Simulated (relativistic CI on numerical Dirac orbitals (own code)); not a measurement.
Method of calculation: Dirac-Coulomb-Breit CI, orbitals from a KLI potential per configuration, model QED (radiative potential, 1s self-energy scaled to tabulated hydrogen-like ionisation energies), unscaled Slater integrals (own radial code, finite nucleus).

Configuration list (outside the closed core 1s2): 2s²2p⁶, 2s²2p⁵3s, 2s²2p⁵3p, 2s²2p⁵3d, 2s2p⁶3s, 2s²2p⁵4s, 2s²2p⁵4p, 2s2p⁶3p, 2s²2p⁵4d, 2s²2p⁵4f, 2s2p⁶3d, 2s²2p⁵5s, 2s²2p⁵5p, 2s²2p⁵5d, 2s²2p⁴3s², 2s²2p⁵5f, 2s²2p⁵5g, 2s²2p⁴3s3p, 2s²2p⁴3p², 2s2p⁶4s, 2s²2p⁴3s3d, 2s2p⁶4p, 2s2p⁶4d, 2s²2p⁴3p3d, 2s2p⁶4f, 2s2p⁵3s², 2s2p⁶5s, 2s²2p⁴3d², 2s2p⁶5p, 2s2p⁵3s3p, 2s2p⁶5d, 2s2p⁶5f, 2s2p⁶5g, 2s2p⁵3p², 2s2p⁵3s3d. Levels of other configurations are missing.

At this charge configurations can still be misplaced by up to about 7 % of their energy.

Outline of the computed level scheme of Cl VIII. Lowest level of each configuration: 2s²2p⁶ ¹S0 at 0.000 eV; 2s²2p⁵3s ³P°2 at 207.766 eV; 2s²2p⁵3p ³S1 at 221.368 eV; 2s²2p⁵3d ³P°0 at 243.582 eV; 2s²2p⁵4s ³P°2 at 276.582 eV; 2s2p⁶3s ³S1 at 278.192 eV; 2s²2p⁵4p ³D3 at 282.586 eV; 2s²2p⁵4d ³P°0 at 289.634 eV.

Some strong electric-dipole decays among the lowest 45 levels: 2s²2p⁵3d ¹P°1 → 2s²2p⁶ ¹S0 (1.8e+12 s⁻¹); 2s²2p⁵3s ¹P°1 → 2s²2p⁶ ¹S0 (1.3e+11 s⁻¹); 2s²2p⁵3d ³D°1 → 2s²2p⁶ ¹S0 (8.2e+10 s⁻¹); 2s2p⁶3s ³S1 → 2s²2p⁵3s ³P°2 (4.0e+10 s⁻¹); 2s²2p⁵3s ³P°1 → 2s²2p⁶ ¹S0 (3.7e+10 s⁻¹); 2s²2p⁵4s ¹P°1 → 2s²2p⁶ ¹S0 (3.2e+10 s⁻¹); 2s²2p⁵4s ³P°1 → 2s²2p⁶ ¹S0 (2.8e+10 s⁻¹); 2s2p⁶3s ¹S0 → 2s²2p⁵3s ¹P°1 (2.8e+10 s⁻¹).

LS names give the leading component of a level, which can be under half, so a name can repeat, a term be missing and a line seem to break the LS rules.
